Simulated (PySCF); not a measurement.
# I(51+) (iodine, charge +51): Hartree-Fock from Schrödinger to Dirac-Coulomb-Breit

Occupied: 1s1/2. Hartree-Fock calculated with PySCF 2.14 in an even-tempered Gaussian basis (19 s from 9.9 bohr⁻², ratio 2.3; 14 p from 12 bohr⁻², ratio 2.3), Gaussian nucleus throughout. NR is non-relativistic, sf-X2C the spin-free one-electron X2C Hamiltonian, X2C adds the bare one-electron spin-orbit term, X2C-SNSO screens it by Boettger's factors, DC is four-component Dirac-Coulomb, and the Gaunt and Breit terms are added at first order (total energies over the DC spinors, levels after relaxing the spinors in that mean field). QED terms are absent. Levels marked empty are virtual spinors of this ion.

```tsv
level (eV)	NR	sf-X2C	X2C	X2C-SNSO
1s1/2	-37320.4	-38784.8	-38784.8	-38784.8
2s1/2 (empty)	-8987.3	-9429.2	-9429.2	-9429.2
2p1/2 (empty)	-8888.6	-9071.6	-9321.2	-9316.1
2p3/2 (empty)	-8888.6	-9071.6	-8961.2	-8963.2
3s1/2 (empty)	-3970.6	-4124.9	-4124.9	-4124.9
```

Question: Where do the four-component calculations put these levels?

Answer: 1s1/2: DC -38811.8, DC+Gaunt -38756.8, DC+Breit -38756.8; 2s1/2 (empty): DC -9432.0, DC+Gaunt -9426.0, DC+Breit -9426.7; 2p1/2 (empty): DC -9314.4, DC+Gaunt -9301.8, DC+Breit -9303.7; 2p3/2 (empty): DC -8965.3, DC+Gaunt -8958.8, DC+Breit -8960.7; 3s1/2 (empty): DC -4125.7, DC+Gaunt -4124.0, DC+Breit -4124.2 (eV).

| Hamiltonian | E (hartree) | E − E(DC) (hartree) | CPU seconds |
| --- | --- | --- | --- |
| NR | -2775.9014 | 111.5975 | 0.38 |
| sf-X2C | -2886.4980 | 1.0009 | 0.22 |
| X2C | -2886.4980 | 1.0009 | 0.23 |
| X2C-SNSO | -2886.4980 | 1.0009 | 0.22 |
| DC | -2887.4989 | 0.0000 | 3.8 |
| DC+Gaunt | -2885.4585 | 2.0404 | 6.3 |
| DC+Breit | -2885.4585 | 2.0404 | 53 |

Weight of the small component: 1s1/2 0.0384, 2s1/2 0.00926, 2p1/2 0.00921, 2p3/2 0.00885, 3s1/2 0.00405.

Koopmans' value for the highest occupied level at DC+Breit: 38756.8 eV, against an ionisation energy of 38717.0 eV (theoretical estimate listed by NIST; NIST Atomic Spectra Database, ionization energies); the former lacks relaxation, correlation, QED and recoil.

The whole ladder took 66 s of wall time on 1 thread of Neoverse-V1 (shared host), launched as `OMP_NUM_THREADS=1 python relrun2.py TASK.json OUT` (a driver that calls PySCF for each Hamiltonian).
